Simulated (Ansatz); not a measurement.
Program: Ansatz. Geometries: PBE0-D4/def2-TZVP. ΔE: electronic, gas phase. CCSD(T)/CBS is the MP2 limit (def2-TZVPP, def2-QZVPP) plus CCSD(T) − MP2 in def2-TZVPP, frozen cores. Functionals use def2-TZVPP. B3LYP here is the variant with VWN-RPA as its local correlation; programs differ in this. HSE06 is defined as in plane-wave codes. One conformer a species, not always the lowest.

`CC[Si]N` → `CN(C)[SiH]`  (isomerisation)

| level | ΔE (kJ/mol) |
| --- | --- |
| HSE06-D4 | 86.6 |
| CAM-B3LYP-D4 | 83.2 |
| ωB97X-V | 84.4 |
| PBE | 84.1 |
| PBE0 | 87.3 |
| B3LYP | 83.2 |
| r2SCAN0 | 91.1 |
| MP2/def2-SVP | 69.3 |

(1) What does CCSD(T)/CBS give? (An estimate is asked.)

(2) What do rigid-rotor, harmonic-oscillator terms from PBE0-D4/def2-TZVP frequencies (298.15 K, 1 bar) make of the CCSD(T)/CBS value? (Estimate.)

Largest T1 diagnostic among the species: 0.015.

Results:

(1) Ansatz gave: +88.4 kJ/mol. The listed levels differ from it by -1.8, -5.2, -4.0, -4.3, -1.1, -5.2, 2.7, -19.1 kJ/mol.

(2) Computed: ΔZPE = -3.2 kJ/mol, ΔH = +84.0 kJ/mol, ΔS = -11 J/(mol·K), ΔG = +87.2 kJ/mol.

From BLYP to BHLYP (50 % exact exchange), in def2-TZVPP and without D4, ΔE moves by +4.9 kJ/mol. At CCSD(T), def2-SVP lies −26.2 kJ/mol from the extrapolated value and def2-TZVPP −5.9 kJ/mol. Leaving LDA and LC-ωPBE aside and taking each functional with its dispersion term where it has one, the values, not all of them listed here, spread over 12.7 kJ/mol, from BLYP-D4 to r2SCAN0-D4. LDA lies −3.5 kJ/mol from PBE without D4.
